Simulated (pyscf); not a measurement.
## H₃C–CH₂–C•(CH₃)–CH₃, doublet

Gas-phase minimum from PySCF at ωB97X-D3(BJ)/def2-SVP, one conformer. Other isomers of H₃C–CH₂–C•(CH₃)–CH₃ were not searched in full and may lie lower. 

SMILES: [C](C)(CC)C
```xyz
16

C     -0.1400    -0.8822     1.4641
C      0.7606     0.3647     1.3779
C      0.5893     1.1299     0.0973
C     -0.5820     2.0507    -0.0492
C      1.2691     0.6365    -1.1419
H      0.0090    -1.4187     2.4152
H     -1.2049    -0.6066     1.3957
H      0.0772    -1.5847     0.6432
H      0.5391     1.0236     2.2364
H      1.8143     0.0504     1.4842
H     -0.3944     2.8296    -0.8079
H     -1.4953     1.5097    -0.3772
H     -0.8312     2.5482     0.9026
H      1.4145     1.4472    -1.8761
H      2.2531     0.1924    -0.9180
H      0.6732    -0.1471    -1.6569
```
Charge 0, spin multiplicity 2.

Bond lengths (Å): C1–C2 1.541, C1–H6 1.102, C1–H7 1.102, C1–H8 1.102, C2–C3 1.502, C2–H9 1.105, C2–H10 1.105, C3–C4 1.497, C3–C5 1.497, C4–H11 1.103, C4–H12 1.111, C4–H13 1.103, C5–H14 1.103, C5–H15 1.103 (the first ones only). Angles (°): C2–C1–H6 111.3, C2–C1–H7 111.0, C2–C1–H8 111.0, H6–C1–H7 107.8, H6–C1–H8 107.8, H7–C1–H8 107.7, C1–C2–C3 113.2, C1–C2–H9 108.8, C1–C2–H10 108.8, C3–C2–H9 109.6, C3–C2–H10 109.6, H9–C2–H10 106.6, C2–C3–C4 119.1, C2–C3–C5 119.1 (the first ones only).

Properties at ωB97X-D3(BJ)/def2-SVP:

* **Harmonic wavenumbers, unscaled**: 50, 118, 125, 183, 230, 360, 404, 457, 758, 791, 931, 945, 977, 1023, 1035, 1061, 1086, 1254, 1287, 1340, 1369, 1397, 1407, 1407, 1454, 1459, 1460, 1472, 1479, 1481, 1492, 2990, 2995, 3052, 3060, 3090, 3090, 3106, 3143, 3145, 3153, 3155 cm⁻¹
* **Zero-point energy**: 91.9 kcal/mol
* **Rotational symmetry number**: 1
* **Entropy of this conformer at 298 K and 1 atm, rigid rotor and harmonic oscillator, modes under 100 cm⁻¹ raised to 100**: 351.8 J/(mol K)
* **Dipole moment**: 0.28 D
* **Spin expectation value S2**: 0.754

Single-point totals, which compare only within one level:

```csv
level,total energy (hartree)
ωB97X-D3(BJ)/def2-TZVP,-197.29502
PBE/def2-TZVP,-196.88654
r²SCAN/def2-TZVP,-197.04933
B3LYP-D3(BJ)/def2-TZVP,-197.20614
PBE0-D3(BJ)/def2-TZVP,-196.93683
M06-2X/def2-TZVP,-197.06480
ωB97M-D3(BJ)/def2-TZVP,-197.22212
```

Soft torsions are taken as harmonic, which can shift the entropy by several J/(mol K).
